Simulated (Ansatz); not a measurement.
`[BH2][GeH2][SiH3]` + `[NH2][SnH3]` → `[BH2][SnH2][NH2]` + `[SiH3][GeH3]`  (formal exchange of groups at a B–Ge bond)

Isolated molecules relaxed with PBE0-D4/def2-TZVP in Ansatz; ΔE leaves out vibrations. CCSD(T)/CBS is the MP2 limit (def2-TZVPP, def2-QZVPP) plus CCSD(T) − MP2 in def2-TZVPP, frozen cores. Functionals use def2-TZVPP. Elements past krypton have def2 core potentials. For Ge, Sn outer-core shells are correlated without core-valence functions, which leaves a few kJ/mol of doubt a bond. Scalar relativity is left out up to krypton. Each species was taken in one conformer, which may not be the lowest.

**Question.** Is it downhill or uphill in electronic energy at CCSD(T)/CBS, and by how much? (Estimate.)

**Answer.** Ansatz gave: Uphill: ΔE = +6.0 kJ/mol.

**Question.** What do these levels give: B2PLYP, BLYP, BHLYP, CCSD(T)/def2-SVP, SCS-MP2/def2-TZVPP, MP2/CBS(def2)? (An estimate is asked.)

**Answer.** Ansatz gave: B2PLYP 6.3, BLYP 7.2, BHLYP 5.1, CCSD(T)/def2-SVP 5.2, SCS-MP2/def2-TZVPP 4.9, MP2/CBS(def2) 5.4 kJ/mol.

Largest T1 diagnostic among the species: 0.013.

In def2-TZVPP, CCSD(T) changes the Hartree–Fock value by +4.8 kJ/mol (the triples alone add +1.1 kJ/mol) and MP2 by +4.2 kJ/mol. Leaving LDA and LC-ωPBE aside and taking each functional with its dispersion term where it has one, the values, not all of them listed here, spread over 7.3 kJ/mol, from BHLYP-D4 to B97M-V.
